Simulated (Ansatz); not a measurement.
The cluster Pd2Au⁺, relaxed as a singlet with RKS PBE-D4/def2-TZVP in Ansatz, starting from the GFN1-xTB geometry. Force threshold 0.02 eV/Å.

In the def2 sets Au, Pd take a core potential; there is no spin–orbit coupling. The restricted singlet is unstable: a solution with broken spin symmetry lies lower. An occupied level of the charge 1 singlet lies above an empty one (by up to 0.21 eV), so this SCF solution is probably not the lowest. The relaxation made no stability test and no search for a lower SCF solution. At PBE-D4/def2-TZVP a triplet of charge 1 lies 0.41 eV below the restricted singlet, each at its own geometry. The structure comes from a short search, and lower isomers may exist.

Start:

```xyz
3

Pd    0.838    0.346    1.079
Pd   -1.104    0.795   -0.373
Au    0.266   -1.141   -0.706
```

```json
{"step": "1", "energy (eV)": "-10649.5147", "largest force component (eV/Å)": "2.000", "SCF passes": "47"}
{"step": "2", "energy (eV)": "-10649.7306", "largest force component (eV/Å)": "0.312", "SCF passes": "41"}
{"step": "3", "energy (eV)": "-10649.7394", "largest force component (eV/Å)": "0.094", "SCF passes": "25"}
{"step": "4", "energy (eV)": "-10649.7406", "largest force component (eV/Å)": "0.010", "SCF passes": "26"}
```

Force components are those of the run's own axes.

End:

```xyz
3

Pd    0.818    0.402    1.107
Pd   -1.108    0.846   -0.334
Au    0.290   -1.249   -0.773
```

By distances, no bond broke or formed. The bond that changes most is Pd1–Au3, from 2.39 to 2.56 Å (atoms count from 1).

No frequencies were taken in this run, so the end may be a saddle point.

Run time 4.6 s (4 threads of Arm Neoverse V1 on a shared host).
